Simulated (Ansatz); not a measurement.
Gas-phase electronic energies from Ansatz, PBE0-D4/def2-TZVP geometries. CBS: MP2 limit from def2 TZ/QZ plus the TZ coupled-cluster correction, frozen cores. Functionals use def2-TZVPP. B3LYP here is the variant with VWN-RPA as its local correlation; programs differ in this. For Ga outer-core shells are correlated without core-valence functions, which leaves a few kJ/mol of doubt a bond. Scalar relativity is left out up to krypton. Each species was taken in one conformer, which may not be the lowest.

`[NH2][GaH][SiH3]` + `C=C[Si](N)(F)OC` → `C=C[Si](N)(F)O[SiH3]` + `[CH3][GaH][NH2]`  (redistribution)

(1) Is it downhill or uphill in electronic energy at CCSD(T)/CBS, and by how much? (An estimate is asked.)

(2) What do these levels give: ωB97X-V, PBE, r2SCAN, PBE0, B3LYP, SCS-MP2/def2-TZVPP, CCSD(T)/def2-TZVPP, HF/def2-QZVPP, MP2/def2-QZVPP, HF/CBS(def2), MP2/CBS(def2), CCSD/CBS(def2)? (An estimate is asked.)

Largest T1 diagnostic among the species: 0.015.

Answers

(1) Computed: Downhill: ΔE = -1.82 eV.

(2) The calculation gave: ωB97X-V -1.70, PBE -1.47, r2SCAN -1.69, PBE0 -1.58, B3LYP -1.68, SCS-MP2/def2-TZVPP -1.89, CCSD(T)/def2-TZVPP -1.78, HF/def2-QZVPP -1.92, MP2/def2-QZVPP -1.96, HF/CBS(def2) -1.93, MP2/CBS(def2) -1.97, CCSD/CBS(def2) -1.85 eV.

From PBE to PBE0 (25 % exact exchange), in def2-TZVPP and without D4, ΔE moves by −0.11 eV.
